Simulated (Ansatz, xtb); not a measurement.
# Isomers of CH9BSSi in order of energy

4 gas-phase structures of CH9BSSi, found in a search over its isomers (lower ones may exist). Each was relaxed with GFN2-xTB; where two conformers were screened, the lower at r2SCAN-D4/def2-SVP is listed:

A. `C[BH2-][SH+][SiH3]`, a singlet
B. `[BH3-][SH+][SiH2]C`, a singlet
C. `[BH3-][S@+](C)[SiH3]`, a singlet
D. `[BH3-][SH+]C[SiH3]`, a singlet

Q: Make a reasoned guess at their ranking by r2SCAN-D4/def2-SVP single-point energy.

A: Calculated order at r2SCAN-D4/def2-SVP: B (0.0), A (21.4), C (43.8), D (96.8) kJ/mol.

Energies above the lowest of each column, in kJ/mol; the last columns are at B3LYP-D3(BJ)/def2-SVP geometries and were run for some of them only (a dash: not run or not comparable):

```tsv
structure	GFN2-xTB	HF/STO-3G	r2SCAN-D4/def2-SVP	B3LYP-D3(BJ)/def2-SVP	CCSD(T)/def2-SVP + ΔMP2/def2-TZVPP
B	7.3	0.0	0.0	0.0	0.0
A	14.6	23.0	21.4	18.0	22.6
C	0.0	23.9	43.8	41.0	–
D	84.6	92.3	96.8	–	–
```

CCSD(T)/def2-SVP + ΔMP2/def2-TZVPP puts B lowest of those it was run on; GFN2-xTB picks C. Flexible structures stand in one conformer each, not always the lowest. Frequencies (B3LYP-D3(BJ)/def2-SVP) were run for A, B alone. ΔMP2 is the change of the MP2 energy from the smaller to the larger basis.

Over these structures GFN2-xTB departs from r2SCAN-D4/def2-SVP by 15.0 kJ/mol on average once a common shift is removed. A GFN2-xTB relaxation took about 0.31 s and the r2SCAN-D4/def2-SVP energy about 3.6 s on a shared host (Ansatz 0.2.0, xtb 6.7.1).
